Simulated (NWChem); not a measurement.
Program: NWChem. System: H2ClSi, charge 0, spin multiplicity 2, at a geometry optimised with UPBE/def2-SVP. The structure started from a generated list of species. Its SCF solution wasn't tested for a lower state. Level: UHF/def2-TZVP.

Job file:

```
start mol
memory heap 200 mb stack 900 mb global 1100 mb
geometry units angstroms nocenter noautoz
  Si    -0.298748    -1.001315     0.000000
  Cl     0.214620     1.018587     0.000000
  H      0.266969    -1.648783    -1.240124
  H      0.266969    -1.648783     1.240124
  symmetry group Cs
end
basis spherical
  * library def2-tzvp
end
scf
  uhf
  nopen 1
  maxiter 100
  thresh 1e-7
  semidirect memsize 60000000 filesize 0
  # guess.movecs holds the orbitals of an unrestricted PBE0 run
  vectors input guess.movecs output mol.movecs
end
task scf energy
```

NWChem printed:

```
             Northwest Computational Chemistry Package (NWChem) 7.3.0
             --------------------------------------------------------

                                NWChem Input Module
                                -------------------

 Scaling coordinates for geometry "geometry" by  1.889725989
 (inverse scale =  0.529177249)

 Turning off AUTOSYM since
 SYMMETRY directive was detected!

                             Geometry "geometry" -> ""
                             -------------------------

 Output coordinates in angstroms (scale by  1.889725989 to convert to a.u.)

  No.       Tag          Charge          X              Y              Z
 ---- ---------------- ---------- -------------- -------------- --------------
    1 Si                  14.0000    -0.29874800    -1.00131500     0.00000000
    2 Cl                  17.0000     0.21462000     1.01858700     0.00000000
    3 H                    1.0000     0.26696900    -1.64878300    -1.24012400
    4 H                    1.0000     0.26696900    -1.64878300     1.24012400

 Effective nuclear repulsion energy (a.u.)      76.5782040383

            Nuclear Dipole moment (a.u.)
            ----------------------------
        X                 Y               Z
 ---------------- ---------------- ----------------
     0.0000113384     0.0000056692     0.0000000000

      Symmetry information
      --------------------

 Group name             Cs
 Group number              2
 Group order               2
 No. of unique centers     3

      Symmetry unique atoms

     1    2    3


 Summary of "ao basis" -> "" (spherical)
 ------------------------------------------------------------------------------
       Tag                 Description            Shells   Functions and Types
 ---------------- ------------------------------  ------  ---------------------
 *                         def2-tzvp                  on all atoms

 Summary of "ao basis" -> "ao basis" (spherical)
 ------------------------------------------------------------------------------
       Tag                 Description            Shells   Functions and Types
 ---------------- ------------------------------  ------  ---------------------
 Si                        def2-tzvp                13       37   5s5p2d1f
 Cl                        def2-tzvp                13       37   5s5p2d1f
 H                         def2-tzvp                 4        6   3s1p

                                 NWChem SCF Module
                                 -----------------

  ao basis        = "ao basis"
  functions       =    86
  atoms           =     4
  alpha electrons =    17
  beta  electrons =    16
  charge          =   0.00
  wavefunction    = UHF
  use symmetry    = T
  symmetry adapt  = T

 Summary of "ao basis" -> "ao basis" (spherical)
 ------------------------------------------------------------------------------
       Tag                 Description            Shells   Functions and Types
 ---------------- ------------------------------  ------  ---------------------
 Si                        def2-tzvp                13       37   5s5p2d1f
 Cl                        def2-tzvp                13       37   5s5p2d1f
 H                         def2-tzvp                 4        6   3s1p

      Symmetry analysis of basis
      --------------------------

        a'         56
        a"         30

 Forming initial guess at       0.0s

   Symmetry analysis of molecular orbitals - initial alpha
   -------------------------------------------------------

  Numbering of irreducible representations:

     1 a'          2 a"

  Orbital symmetries:

     1 a'          2 a'          3 a'          4 a'          5 a'
     6 a"          7 a'          8 a'          9 a'         10 a"
    11 a'         12 a'         13 a'         14 a"         15 a'
    16 a"         17 a'         18 a'         19 a"         20 a'
    21 a'         22 a"         23 a'         24 a'         25 a"
    26 a'         27 a'

   Symmetry analysis of molecular orbitals - initial beta
   ------------------------------------------------------

  Numbering of irreducible representations:

     1 a'          2 a"

  Orbital symmetries:

     1 a'          2 a'          3 a'          4 a'          5 a"
     6 a'          7 a'          8 a'          9 a"         10 a'
    11 a'         12 a'         13 a'         14 a"         15 a'
    16 a"         17 a'         18 a'         19 a'         20 a"
    21 a"         22 a'         23 a'         24 a'         25 a"
    26 a'         27 a'

 Starting SCF solution at       0.0s

 ----------------------------------------------
         Quadratically convergent UHF

 Convergence threshold     :          1.000E-07
 Maximum no. of iterations :          100
 Integral*density screening:          1.000E-09
 ----------------------------------------------

              iter       energy          gnorm     gmax       time
             ----- ------------------- --------- --------- --------
                 1     -749.6085437012  7.39D-01  2.58D-01      0.3
                 2     -749.6234582896  6.88D-02  1.15D-02      0.4
                 3     -749.6246346036  2.50D-03  4.70D-04      0.5
                 4     -749.6246372285  2.44D-06  3.85D-07      0.7
                 5     -749.6246372285  7.51D-09  1.31D-09      0.9

       Final UHF  results
       ------------------

         Total SCF energy =   -749.624637228491
      One electron energy =  -1189.850153619522
      Two electron energy =    363.647312352770
 Nuclear repulsion energy =     76.578204038261

                       Sz =      0.5000
[...]
    9   -4.2841
   10   -4.2831
   11   -1.0988
   12   -0.7239
   13   -0.5333
   14   -0.5306
   15   -0.4918
   16   -0.4553
   17   -0.3524
   18    0.1027
   19    0.1429
   20    0.1516
   21    0.2520
   22    0.2604
   23    0.2772
   24    0.2984
   25    0.3296
   26    0.3304
   27    0.3483

          Final beta eigenvalues
          ----------------------

              1
    1 -104.8296
    2  -68.8287
    3  -10.5587
    4   -8.0254
    5   -8.0245
    6   -8.0229
    7   -6.1715
    8   -4.2799
    9   -4.2791
   10   -4.2703
   11   -1.0911
   12   -0.6812
   13   -0.5206
   14   -0.5199
   15   -0.4717
   16   -0.4497
   17    0.0317
   18    0.1203
   19    0.1638
   20    0.1725
   21    0.2651
   22    0.2779
   23    0.3065
   24    0.3165
   25    0.3437
   26    0.3646
   27    0.3755

                    UHF Final Alpha Molecular Orbital Analysis
                    ------------------------------------------

 Vector   15  Occ=1.000000D+00  E=-4.918347D-01  Symmetry=a'
              MO Center=  7.2D-02,  7.4D-01, -6.9D-15, r^2= 1.7D+00
   Bfn.  Coefficient  Atom+Function         Bfn.  Coefficient  Atom+Function
  ----- ------------  ---------------      ----- ------------  ---------------
    52      0.433087  2 Cl px                53     -0.267526  2 Cl py
    55      0.265112  2 Cl px                49      0.196947  2 Cl px
    15      0.163984  1 Si px                56     -0.160915  2 Cl py
    43     -0.156617  2 Cl px

 Vector   16  Occ=1.000000D+00  E=-4.553017D-01  Symmetry=a"
              MO Center=  1.8D-01,  2.4D-01, -1.5D-15, r^2= 2.9D+00
   Bfn.  Coefficient  Atom+Function         Bfn.  Coefficient  Atom+Function
  ----- ------------  ---------------      ----- ------------  ---------------
    54      0.467134  2 Cl pz                57      0.313134  2 Cl pz
    51      0.216228  2 Cl pz                45     -0.170254  2 Cl pz

 Vector   17  Occ=1.000000D+00  E=-3.523505D-01  Symmetry=a'
              MO Center= -6.1D-01, -8.3D-01, -8.8D-14, r^2= 2.7D+00
   Bfn.  Coefficient  Atom+Function         Bfn.  Coefficient  Atom+Function
  ----- ------------  ---------------      ----- ------------  ---------------
    15      0.466654  1 Si px                 5     -0.352725  1 Si s
    18      0.262241  1 Si px                 4     -0.242662  1 Si s
    52     -0.224081  2 Cl px                55     -0.210332  2 Cl px

 Vector   18  Occ=0.000000D+00  E= 1.027445D-01  Symmetry=a'
              MO Center= -3.8D-01, -1.1D+00,  3.2D-13, r^2= 5.2D+00
   Bfn.  Coefficient  Atom+Function         Bfn.  Coefficient  Atom+Function
  ----- ------------  ---------------      ----- ------------  ---------------
    19      1.232991  1 Si py                42     -0.776464  2 Cl s
    56      0.411382  2 Cl py                77      0.257407  3 H  s
    83      0.257407  4 H  s                 16      0.173577  1 Si py
     4      0.152827  1 Si s

 Vector   19  Occ=0.000000D+00  E= 1.428700D-01  Symmetry=a"
              MO Center= -7.9D-01, -8.2D-01, -7.8D-12, r^2= 4.8D+00
   Bfn.  Coefficient  Atom+Function         Bfn.  Coefficient  Atom+Function
  ----- ------------  ---------------      ----- ------------  ---------------
    20      1.918550  1 Si pz                77      1.365554  3 H  s
    83     -1.365554  4 H  s                 57     -0.374484  2 Cl pz

 Vector   20  Occ=0.000000D+00  E= 1.515600D-01  Symmetry=a'
              MO Center= -7.3D-02, -1.2D+00,  4.6D-12, r^2= 5.6D+00
   Bfn.  Coefficient  Atom+Function         Bfn.  Coefficient  Atom+Function
  ----- ------------  ---------------      ----- ------------  ---------------
     5      1.894874  1 Si s                 77     -1.524734  3 H  s
    83     -1.524734  4 H  s                 18      1.085369  1 Si px
    19     -0.649583  1 Si py                 4      0.382254  1 Si s
    56      0.276424  2 Cl py                 3     -0.220489  1 Si s
    55     -0.175447  2 Cl px

                     UHF Final Beta Molecular Orbital Analysis
                     -----------------------------------------

 Vector   14  Occ=1.000000D+00  E=-5.199111D-01  Symmetry=a'
              MO Center=  1.5D-01,  1.5D-01, -2.5D-15, r^2= 2.8D+00
   Bfn.  Coefficient  Atom+Function         Bfn.  Coefficient  Atom+Function
  ----- ------------  ---------------      ----- ------------  ---------------
    53      0.401986  2 Cl py                56      0.230021  2 Cl py
    16     -0.226855  1 Si py                50      0.178549  2 Cl py

 Vector   15  Occ=1.000000D+00  E=-4.717202D-01  Symmetry=a'
              MO Center=  1.7D-01,  8.9D-01,  9.6D-14, r^2= 1.4D+00
   Bfn.  Coefficient  Atom+Function         Bfn.  Coefficient  Atom+Function
  ----- ------------  ---------------      ----- ------------  ---------------
    52      0.499148  2 Cl px                55      0.323822  2 Cl px
    49      0.227593  2 Cl px                43     -0.181705  2 Cl px
    53     -0.173050  2 Cl py

 Vector   16  Occ=1.000000D+00  E=-4.496681D-01  Symmetry=a"
              MO Center=  1.7D-01,  5.4D-02,  1.3D-14, r^2= 3.1D+00
   Bfn.  Coefficient  Atom+Function         Bfn.  Coefficient  Atom+Function
  ----- ------------  ---------------      ----- ------------  ---------------
    54      0.442173  2 Cl pz                57      0.301551  2 Cl pz
    51      0.205222  2 Cl pz                17     -0.174417  1 Si pz
    45     -0.161413  2 Cl pz

 Vector   17  Occ=0.000000D+00  E= 3.165883D-02  Symmetry=a'
              MO Center= -7.2D-01, -1.0D+00, -8.3D-14, r^2= 3.5D+00
   Bfn.  Coefficient  Atom+Function         Bfn.  Coefficient  Atom+Function
  ----- ------------  ---------------      ----- ------------  ---------------
    18      0.645607  1 Si px                 5     -0.544084  1 Si s
    55     -0.252429  2 Cl px                15      0.182522  1 Si px
     4     -0.175758  1 Si s

 Vector   18  Occ=0.000000D+00  E= 1.203395D-01  Symmetry=a'
              MO Center= -3.0D-01, -1.0D+00, -5.0D-15, r^2= 5.7D+00
   Bfn.  Coefficient  Atom+Function         Bfn.  Coefficient  Atom+Function
  ----- ------------  ---------------      ----- ------------  ---------------
    19      1.350074  1 Si py                42     -0.884875  2 Cl s
    56      0.459625  2 Cl py                77      0.253723  3 H  s
    83      0.253723  4 H  s                  5      0.230190  1 Si s
    55      0.153416  2 Cl px

 Vector   19  Occ=0.000000D+00  E= 1.638212D-01  Symmetry=a'
              MO Center=  4.7D-02, -1.3D+00, -6.8D-13, r^2= 5.6D+00
   Bfn.  Coefficient  Atom+Function         Bfn.  Coefficient  Atom+Function
  ----- ------------  ---------------      ----- ------------  ---------------
     5      2.088294  1 Si s                 77     -1.634454  3 H  s
    83     -1.634454  4 H  s                 18      0.936960  1 Si px
    19     -0.668671  1 Si py                 4      0.394031  1 Si s
    56      0.307150  2 Cl py                 3     -0.240160  1 Si s

 center of mass
 --------------
 x =  -0.00916105 y =   0.12455530 z =   0.00000000

 moments of inertia (a.u.)
 ------------------
         259.361410655388         -54.091173358496           0.000000000000
         -54.091173358496          26.246231608056           0.000000000000
           0.000000000000           0.000000000000         263.467876846853

  Mulliken analysis of the total density
  --------------------------------------

    Atom       Charge   Shell Charges
 -----------   ------   -------------------------------------------------------
    1 Si  14    13.64   2.00  0.59  1.39  0.87  0.42  4.12  1.73  0.49  1.32  0.37  0.12  0.19  0.03
    2 Cl  17    17.32   2.01  0.45  1.52  1.08  0.87  4.18  1.69  1.07  2.89  1.53  0.01  0.03  0.00
    3 H    1     1.02   0.23  0.55  0.23  0.01
    4 H    1     1.02   0.23  0.55  0.23  0.01

  Mulliken analysis of the alpha density
  --------------------------------------

    Atom       Charge   Shell Charges
 -----------   ------   -------------------------------------------------------
    1 Si  14     7.26   1.00  0.29  0.69  0.49  0.26  2.07  0.86  0.28  0.86  0.27  0.06  0.10  0.02
    2 Cl  17     8.68   1.01  0.22  0.76  0.54  0.43  2.09  0.84  0.54  1.46  0.76  0.00  0.02  0.00
    3 H    1     0.53   0.12  0.29  0.12  0.01
    4 H    1     0.53   0.12  0.29  0.12  0.01

   Mulliken analysis of the beta density
   -------------------------------------

    Atom       Charge   Shell Charges
 -----------   ------   -------------------------------------------------------
    1 Si  14     6.38   1.00  0.29  0.70  0.38  0.16  2.05  0.87  0.20  0.46  0.10  0.06  0.09  0.02
    2 Cl  17     8.64   1.01  0.22  0.76  0.54  0.43  2.09  0.85  0.53  1.43  0.77  0.00  0.01  0.00
    3 H    1     0.49   0.11  0.27  0.11  0.00
    4 H    1     0.49   0.11  0.27  0.11  0.00

   Mulliken analysis of the spin density
   -------------------------------------

    Atom       Charge   Shell Charges
 -----------   ------   -------------------------------------------------------
    1 Si  14     0.87   0.00  0.00 -0.01  0.11  0.09  0.02 -0.01  0.08  0.40  0.18  0.00  0.01 -0.00
    2 Cl  17     0.04   0.00  0.00 -0.00  0.00 -0.00  0.00 -0.00  0.02  0.03 -0.01  0.00  0.00  0.00
    3 H    1     0.04   0.01  0.02  0.01  0.00
    4 H    1     0.04   0.01  0.02  0.01  0.00

       Multipole analysis of the density wrt the origin
       ------------------------------------------------

     L   x y z        total         alpha         beta         nuclear
     -   - - -        -----         -----         ----         -------
     0   0 0 0     -0.000000    -17.000000    -16.000000     33.000000

     1   1 0 0     -0.160459      0.715417     -0.875888      0.000011
     1   0 1 0     -0.566667      0.659985     -1.226658      0.000006
     1   0 0 1     -0.000000     -0.000000     -0.000000      0.000000

     2   2 0 0    -20.520029    -17.132436    -11.155013      7.767421
     2   1 1 0      0.254224    -14.035399    -10.793459     25.083082
     2   1 0 1     -0.000000     -0.000000     -0.000000      0.000000
     2   0 2 0    -19.925614    -79.238375    -73.215314    132.528075
     2   0 1 1     -0.000000     -0.000000     -0.000000      0.000000
     2   0 0 2    -20.493028    -16.586311    -14.890650     10.983933

 Task  times  cpu:        0.9s     wall:        0.9s

 Total times  cpu:        0.9s     wall:        0.9s
```
